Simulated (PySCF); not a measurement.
C$_{3}$H$_{7}$O (SMILES [CH2-]C(C)O), charge -1, singlet, geometry from GFN2-xTB (in this run its highest filled SCF level lies above zero, so its values depend strongly on the basis, on diffuse functions most of all); BHANDHLYP/STO-3G (PySCF).

Here is a job for PySCF.
```python
from pyscf import gto, scf, dft

mol = gto.Mole()
mol.atom = '''
    O     0.018235    1.376287   -0.153627
    C    -0.094249    0.017519    0.328582
    H     0.901448    1.686364    0.083025
    H     0.027095    0.117538    1.479271
    C    -1.349135   -0.603979   -0.208560
    C     1.141281   -0.771636   -0.132748
    H     1.122118   -0.860075   -1.217251
    H    -2.215751   -0.099499    0.295775
    H     2.076747   -0.279777    0.169273
    H    -1.370456   -1.654527    0.198271
    H     1.125539   -1.771751    0.297008
'''
mol.basis = 'sto-3g'
mol.charge = -1
mol.spin = 0
mol.verbose = 4
mol.build()

mf = dft.RKS(mol)
mf.xc = 'bhandhlyp'
mf.grids.atom_grid = (99, 590)
mf.grids.prune = None
mf.kernel()
```

**Question.** Write the output that PySCF gives for this input, abridged.

**Answer.** 
```
PySCF version 2.14.0

[INPUT] verbose = 4
[INPUT] num. atoms = 11
[INPUT] num. electrons = 34
[INPUT] charge = -1
[INPUT] spin (= nelec alpha-beta = 2S) = 0
[INPUT] symmetry False subgroup None
[INPUT] Mole.unit = angstrom
[INPUT] Symbol           X                Y                Z      unit          X                Y                Z       unit  Magmom
[INPUT]  1 O      0.018235000000   1.376287000000  -0.153627000000 AA    0.034459155881   2.600805498799  -0.290312955339 Bohr   0.0
[INPUT]  2 C     -0.094249000000   0.017519000000   0.328582000000 AA   -0.178104797514   0.033106111976   0.620929989462 Bohr   0.0
[INPUT]  3 H      0.901448000000   1.686364000000   0.083025000000 AA    1.703489835537   3.186766106326   0.156894511492 Bohr   0.0
[INPUT]  4 H      0.027095000000   0.117538000000   1.479271000000 AA    0.051202129345   0.222114629229   2.795417054011 Bohr   0.0
[INPUT]  5 C     -1.349135000000  -0.603979000000  -0.208560000000 AA   -2.549495655065  -1.141354894989  -0.394121280539 Bohr   0.0
[INPUT]  6 C      1.141281000000  -0.771636000000  -0.132748000000 AA    2.156708521170  -1.458180707855  -0.250857363584 Bohr   0.0
[INPUT]  7 H      1.122118000000  -0.860075000000  -1.217251000000 AA    2.120495699445  -1.625306196585  -2.300271014853 Bohr   0.0
[INPUT]  8 H     -2.215751000000  -0.099499000000   0.295775000000 AA   -4.187162550231  -0.188025859668   0.558933744493 Bohr   0.0
[INPUT]  9 H      2.076747000000  -0.279777000000   0.169273000000 AA    3.924483060012  -0.528701905952   0.319879610284 Bohr   0.0
[INPUT] 10 H     -1.370456000000  -1.654527000000   0.198271000000 AA   -2.589786505767  -3.126602895698   0.374677888444 Bohr   0.0
[INPUT] 11 H      1.125539000000  -1.771751000000   0.297008000000 AA    2.126960452517  -3.348124150924   0.561263776805 Bohr   0.0

nuclear repulsion = 125.792709252065
number of shells = 19
number of NR pGTOs = 81
number of NR cGTOs = 27
basis = sto-3g
ecp = {}

******** <class 'pyscf.dft.rks.RKS'> ********
method = RKS
initial guess = minao
damping factor = 0
level_shift factor = 0
DIIS = <class 'pyscf.scf.diis.CDIIS'>
diis_start_cycle = 1
diis_space = 8
diis_damp = 0
SCF conv_tol = 1e-09
SCF conv_tol_grad = None
SCF max_cycles = 50
direct_scf = True
direct_scf_tol = 1e-13
XC library pyscf.dft.libxc version 7.1.2
    S. Lehtola, C. Steigemann, M. J. T. Oliveira, and M. A. L. Marques,  SoftwareX 7, 1–5 (2018)
XC functionals = bhandhlyp
    A. D. Becke,  J. Chem. Phys. 98, 1372 (1993)
    Defined through Gaussian implementation.
radial grids:
    Treutler-Ahlrichs [JCP 102, 346 (1995); DOI:10.1063/1.469408] (M4) radial grids

becke partition: Becke, JCP 88, 2547 (1988); DOI:10.1063/1.454033
pruning grids: None
grids dens level: 3
symmetrized grids: False
atomic radii adjust function: <function treutler_atomic_radii_adjust>
User specified grid scheme (99, 590)
small_rho_cutoff = 0
Set gradient conv threshold to 3.16228e-05
Initial guess from minao.
tot grids = 642512
init E= -191.315239204145
  HOMO = -0.156431112933857  LUMO = 0.242164765989912  gap/eV = 10.84635
cycle= 1 E= -190.777396769756  delta_E= 0.538  |g|= 0.625  |ddm|= 3.92
  HOMO = 0.354455104649739  LUMO = 0.654464688410419  gap/eV = 8.16368
cycle= 2 E= -190.879874751352  delta_E= -0.102  |g|= 0.342  |ddm|= 1.43
  HOMO = 0.230213171026215  LUMO = 0.630510943213115  gap/eV = 10.89266
cycle= 3 E= -190.918340659307  delta_E= -0.0385  |g|= 0.0333  |ddm|= 0.547
  HOMO = 0.221997302789698  LUMO = 0.622992451489431  gap/eV = 10.91163
cycle= 4 E= -190.918712307533  delta_E= -0.000372  |g|= 0.00984  |ddm|= 0.0612
  HOMO = 0.223063163469602  LUMO = 0.625915026347355  gap/eV = 10.96216
cycle= 5 E= -190.918750045046  delta_E= -3.77e-05  |g|= 0.000806  |ddm|= 0.0183
  HOMO = 0.222983707060827  LUMO = 0.62590510592235  gap/eV = 10.96405
cycle= 6 E= -190.918750500613  delta_E= -4.56e-07  |g|= 0.000232  |ddm|= 0.00302
  HOMO = 0.223037472522412  LUMO = 0.625868807325643  gap/eV = 10.96160
cycle= 7 E= -190.91875052102  delta_E= -2.04e-08  |g|= 5.61e-05  |ddm|= 0.000471
  HOMO = 0.223030956734246  LUMO = 0.62586845390574  gap/eV = 10.96177
cycle= 8 E= -190.918750522332  delta_E= -1.31e-09  |g|= 5.19e-06  |ddm|= 0.000123
  HOMO = 0.223028773420941  LUMO = 0.625869588403257  gap/eV = 10.96186
cycle= 9 E= -190.918750522345  delta_E= -1.39e-11  |g|= 2.09e-06  |ddm|= 1.54e-05
  HOMO = 0.22302967964601  LUMO = 0.625869204044082  gap/eV = 10.96182
Extra cycle  E= -190.918750522347  delta_E= -1.14e-12  |g|= 9.67e-07  |ddm|= 4.58e-06
converged SCF energy = -190.918750522347
```
